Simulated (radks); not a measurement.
Excited configurations of As25+: one electron is placed in a higher orbital outside [He] 2s2 2p3. The ground configuration is [He] 2s2 2p4. All-electron calculation, scalar-relativistic Kohn-Sham, LDA (Slater exchange, Perdew-Wang correlation), spin-polarised, spherical densities, finite nucleus; open shells are filled with parallel spins first; Fermi nuclear charge, rms radius 4.0968 fm. Program: a radial shooting solver on a logarithmic mesh with Libxc functionals. Excitation = E - E(ground); binding = E(ion) - E, where the ion is the core of charge +26; n* = 26/sqrt(2 binding) in atomic units. These energies are relativistic, and a one-electron ion of charge +26 with no core already has n* below n in this formula (scalar-relativistic equation, point nucleus: 3d 2.997, 5s 4.985, 5d 4.995, 6d 5.995, 7d 6.995, 7f 6.997). The quantum defect is therefore taken as that value minus n*, so that it holds no relativistic shift of the bare ion.

3d: excitation (eV) 1560.7; binding (eV) 1058.2; n* 2.948; quantum defect 0.049; eigenvalue (eV) -1031.0; <r> (bohr) 0.3849
5s: excitation (eV) 2222.2; binding (eV) 396.68; n* 4.815; quantum defect 0.169; eigenvalue (eV) -390.29; <r> (bohr) 1.340
5d: excitation (eV) 2241.4; binding (eV) 377.47; n* 4.936; quantum defect 0.059; eigenvalue (eV) -370.74; <r> (bohr) 1.292
6d: excitation (eV) 2357.5; binding (eV) 261.39; n* 5.932; quantum defect 0.063; eigenvalue (eV) -257.00; <r> (bohr) 1.918
7d: excitation (eV) 2427.3; binding (eV) 191.65; n* 6.928; quantum defect 0.067; eigenvalue (eV) -188.55; <r> (bohr) 2.658
7f: excitation (eV) 2429.4; binding (eV) 189.50; n* 6.967; quantum defect 0.030; eigenvalue (eV) -186.27; <r> (bohr) 2.573

The Delta-SCF ionisation energy is 2618.9 eV (NIST Atomic Spectra Database: 2626 eV, semi-empirical). Self-interaction in the functional shifts the binding energies and quantum defects, so they are the method's values and not measured ones. Open shells are spherical and high-spin; term and fine-structure splittings are not resolved.
